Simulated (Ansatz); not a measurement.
Cartesian coordinates (Å):
```xyz
5

F      1.7808    -0.2523    -0.0763
Sn    -0.1242     0.0176     0.0053
H     -0.3291     1.7002    -0.1320
H     -0.7422    -0.8579    -1.3151
H     -0.5853    -0.6076     1.5181
```
Charge +1, spin multiplicity 2.

Level of theory: frozen-core CCSD(T)/def2-TZVPP // PBE0-D4/def2-TZVP run with Ansatz (a first-principles code). The geometry is that of the parent before the electron was removed.

```
Property                       Result
----------------------  -------------
HF energy               -314.16184 Ha
MP2 correlation energy    -0.56850 Ha
```

Task: Estimate the CCSD correlation energy, the (T) correction, the total energy and the T1 diagnostic.

Result: 
```json
{
  "CCSD correlation energy": "-0.57939 Ha",
  "(T) correction": "-0.01867 Ha",
  "CCSD(T) total energy": "-314.75989 Ha",
  "T1 diagnostic": "0.036"
}
```
